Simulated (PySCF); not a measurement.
Question: What does the PBE0-D3(BJ)/def2-SVP structure of `Brc1ccc2[nH]ccc2c1` (5-bromoindole) look like in three dimensions?

Answer: 
Z-matrix in Å and degrees, rows numbered from 1:
```
Br
C   1  1.8925
C   2  1.4084  1  118.40
C   3  1.3866  2  120.27  1   179.97
C   4  1.3977  3  118.02  2     0.01
N   5  1.3707  4  130.77  3  -180.00
C   6  1.3731  5  109.44  4  -179.99
C   7  1.3712  6  109.77  5     0.00
C   5  1.4215  4  121.99  3     0.02
C   2  1.3853  1  119.30  3   179.99
H   3  1.0909  2  119.43  1    -0.03
H   4  1.0923  3  120.43  2  -179.99
H   6  1.0092  5  125.27  4     0.01
H   7  1.0885  6  120.56  5  -179.99
H   8  1.0874  7  126.16  6  -180.00
H  10  1.0911  2  120.67  1     0.03
```

The 5-membered ring C5–N6–C7–C8–C9 has internal angles of 106.7° to 109.8° (sum 540°, against 540° for a flat polygon); it is planar, 0.00 Å rms from its mean plane, widest ring torsion 0°. The 10 heavy atoms lie in one plane (0.000 Å rms). The 8 C–C bonds span 1.371 Å (C7–C8, aromatic) to 1.433 Å (C8–C9, aromatic), a spread of 0.062 Å. N6 (pyrrole-type nitrogen) is planar (angles 125.3°, 125.3° and 109.4°, sum 360.0°, 0.00 Å off the plane of its three neighbours).

Computed with PySCF, PBE0-D3(BJ)/def2-SVP geometry optimisation, gas phase.

Point group: Cs (every atom within 0.08 Å of its image). PBE0-D3(BJ)/def2-SVP frequencies: not computed here.
